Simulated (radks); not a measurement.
Isoelectronic series with 33 electrons, each ion in its NIST ground configuration. All-electron calculation, scalar-relativistic Kohn-Sham, PBEsol, spin-polarised, spherical densities, finite nucleus; open shells are filled with parallel spins first (spin-orbit coupling, left out, can overturn this in heavy ions); Fermi nuclear charge, rms radius of each element as measured or else 0.836 A^(1/3) + 0.57 fm. Program: a radial shooting solver on a logarithmic mesh with Libxc functionals. Total energies (hartree) and mean radii <r> (bohr) (* marks an orbital that is empty in some or all of the ions):

| ion | configuration | E (hartree) | 4p down* | 4p up | 4s down |
|---|---|---|---|---|---|
| As | [Ar] 3d10 4s2 4p3 | -2259.25403 | 2.615 | 2.505 | 1.932 |
| Br2+ | [Ar] 3d10 4s2 4p3 | -2603.45836 | 1.863 | 1.839 | 1.586 |
| Rb4+ | [Ar] 3d10 4s2 4p3 | -2974.81492 | 1.520 | 1.509 | 1.358 |
| Nb8+ | [Ar] 3d10 4s2 4p3 | -3799.37669 | 1.147 | 1.143 | 1.069 |
| Tc10+ | [Ar] 3d10 4s2 4p3 | -4252.93776 | 1.028 | 1.026 | 0.9697 |
| Rh12+ | [Ar] 3d10 4s2 4p3 | -4734.31848 | 0.9339 | 0.9321 | 0.8880 |
| Ag14+ | [Ar] 3d10 4s2 4p3 | -5243.78014 | 0.8563 | 0.8550 | 0.8194 |
| In16+ | [Ar] 3d10 4s2 4p3 | -5781.60615 | 0.7913 | 0.7903 | 0.7610 |
| Sb18+ | [Ar] 3d10 4s2 4p3 | -6348.10746 | 0.7359 | 0.7350 | 0.7104 |
| I20+ | [Ar] 3d10 4s2 4p3 | -6943.61789 | 0.6879 | 0.6872 | 0.6661 |
| Cs22+ | [Ar] 3d10 4s2 4p3 | -7568.4992 | 0.6459 | 0.6454 | 0.6270 |
